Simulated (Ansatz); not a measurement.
K₂F₂⁺. Charge 1, multiplicity 2. Geometry PBE0-D4/def2-TZVP, basis def2-TZVP, Ansatz.

Cartesian coordinates in Å:
```
K 2.039 0.862 0.677
K -2.039 -0.860 -0.678
F -0.436 0.440 0.753
F 0.436 -0.441 -0.752
```

| run | HOMO (eV) | LUMO (eV) |
| --- | --- | --- |
| A | -11.58 | -8.89 |
| B | -13.25 | -7.77 |
| C | -12.38 | -8.32 |
| D | -11.37 | -9.88 |
| E | -12.82 | -8.15 |
| F | -15.37 | -2.70 |

HSE06 is defined as in plane-wave codes, on full-range PBE exchange. In the doublet, F3 and F4 lie 1.95 Å apart (atoms count from 1), so these atoms are partly bonded to each other. The structure comes from a short search, and lower isomers may exist.

HOMO and LUMO are taken over both spins.

The runs used HF, HSE06, LDA (SPW92), PBE0, r2SCAN, r2SCANh. Estimate which is which.

A r2SCAN (0 % exact exchange); B PBE0 (25 % exact exchange); C r2SCANh (10 % exact exchange); D LDA (SPW92) (0 % exact exchange); E HSE06 (range-separated); F HF (100 % exact exchange). Exact exchange lowers occupied and raises empty levels; among semilocal functionals meta-GGAs tend to open the gap a little, and such runs are hard to tell apart. The gap grows from 1.49 eV (LDA (SPW92)) to 12.67 eV (HF).
